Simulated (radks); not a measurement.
Question: These are the eigenvalues of the occupied orbitals of an atom or ion with whole-number occupations (Ry). All-electron calculation, scalar-relativistic Kohn-Sham, BLYP, spin-polarised, spherical densities, finite nucleus; Fermi nuclear charge, rms radius of each element as measured or else 0.836 A^(1/3) + 0.57 fm. Program: a radial shooting solver on a logarithmic mesh with Libxc functionals.

| orbital | eigenvalue |
|---|---|
| 1s up | -2601.085 |
| 1s down | -2598.429 |
| 2s up | -597.9601 |
| 2s down | -593.4810 |
| 2p up | -568.2218 |

Which element is it, and in what charge state? The configuration may be excited. Open shells, if any, are filled with parallel spins first.

Answer: Z = 52, tellurium, charge +45: Te45+ in [He] 2s2 2p3. The list shows which subshells hold electrons but not how many an open one holds; the 1s level, -1300.5 hartree, gives Z - s = 51.0 by -(Z - s)^2/2, which with screening and relativity narrows Z to a few neighbours, and the depths of the outer levels then fix element, charge and occupations together.
